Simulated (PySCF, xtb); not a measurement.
C5H7F, SMILES F[C@H](CC)C#C.

GFN2-xTB run with xtb at its own geometry gives an orbital gap of 6.58 eV and a dipole moment of 2.30 D.

Geometry optimised at B3LYP-D3(BJ)/def2-SVP. The structure was generated by enumeration; whether it is a known compound was not checked. Other conformers were not sampled.

Q: What does PySCF with M06-2X/def2-TZVP give? (An estimate is asked for; the answer gives what the named calculation found.)

A: gap 10.54 eV (levels -9.33 and 1.21 eV), dipole 1.87 D.
